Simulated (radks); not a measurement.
Problem. Eu25+, 38 electrons, occupied as [Kr] 4d1 5d1 (not the ground configuration). All-electron calculation, Dirac Kohn-Sham, PBE, spin-unpolarised, spherical densities, point nucleus; open shells fill j = l - 1/2 first. Program: a radial shooting solver on a logarithmic mesh with Libxc functionals.

Spin-orbit splittings of the eigenvalues, e(l+1/2) - e(l-1/2), with zeta = 2 splitting/(2l+1) and mean radii in bohr:

| shell | occ. | splitting (eV) | zeta (eV) | <r> j=l-1/2 | <r> j=l+1/2 |
|---|---|---|---|---|---|
| 2p | 6 | 648.5 | 432.3 | 0.07903 | 0.08574 |
| 3p | 6 | 134.8 | 89.84 | 0.2367 | 0.2491 |
| 3d | 10 | 29.56 | 11.82 | 0.2206 | 0.2244 |
| 4p | 6 | ? | ? | 0.5230 | 0.5427 |
| 4d | 1 | 7.902 | 3.161 | 0.5421 | 0.5478 |
| 5d | 1 | 3.183 | 1.273 | 1.003 | 1.010 |

Estimate the 4p splitting.

Solution. 37.81 eV (zeta = 25.21 eV).
